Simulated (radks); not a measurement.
All-electron atom: Ir II in [Xe] 4f14 5d8 (not the ground configuration). Method: scalar-relativistic Kohn-Sham, LDA (Slater exchange, Perdew-Wang correlation), spin-unpolarised, spherical densities, finite nucleus; Fermi nuclear charge, rms radius 5.4032 fm; computed with a radial shooting solver on a logarithmic mesh with Libxc functionals.

Local quantities along the radius. ELF = 1/(1 + alpha^2) is the electron localisation function; alpha = (tau - tau_W)/tau_unif compares the Pauli kinetic energy density with that of the uniform gas; -r V(r) is the screened charge that the Kohn-Sham potential presents (atomic units). tau is taken from the large components.

r (bohr)    ELF    alpha  -r V(r)
0.001798  0.999  0.02782    76.12
0.002398  0.999  0.03241    75.82
0.003198  0.998  0.03988    75.43
0.004265  0.997  0.05255    74.91
0.005735  0.994  0.07635    74.21
0.007649  0.985   0.1224    73.32
0.0102    0.953   0.2224    72.19
0.01361   0.829   0.4534    70.75
0.01829   0.527   0.9483    68.89
0.0244    0.335    1.409    66.64
0.03254   0.443    1.122    63.90
0.0434    0.684   0.6800    60.58
0.05789   0.727   0.6136    56.65
0.07783   0.477    1.047    51.96
0.1038    0.366    1.317    46.79
0.1385    0.643   0.7450    41.11
0.1847    0.679   0.6881    35.10
0.2483    0.297    1.537    28.76
0.3311    0.501   0.9986    22.63
0.4417    0.715   0.6307    16.88
0.5891    0.509   0.9817    12.15
0.7857    0.330    1.423    8.522
1.056     0.585   0.8426    5.737
1.409     0.589   0.8346    3.832
1.879     0.369    1.309    2.662
2.506     0.176    2.165    2.024
3.37      0.053    4.230    1.656
4.494     0.007    11.74    1.405
5.994     0.000    54.55    1.206

On this mesh the ELF has minima near r = 0.024, 0.090, 0.25, 0.79 bohr, which separate the shells, and maxima near 0.050 (0.74), 0.16 (0.72), 0.44 (0.72), 1.2 (0.63).

Self-consistent cycle (total energy in hartree, residual of the potential): 1: -17799.06445, 1e+01; 2: -17811.70585, 5e+00; 3: -17813.75765, 8e-01; 4: -17813.64857, 9e-01; 5: -17813.72711, 5e-02; 6: -17813.73138, 3e-02; 7: -17813.73172, 1e-02; 8: -17813.73175, 3e-03; 9: -17813.73175, 7e-05; 10: -17813.73175, 7e-05; 11: -17813.73175, 1e-05; 12: -17813.73175, 3e-06; 13: -17813.73175, 2e-07; 14: -17813.73175, 6e-09.
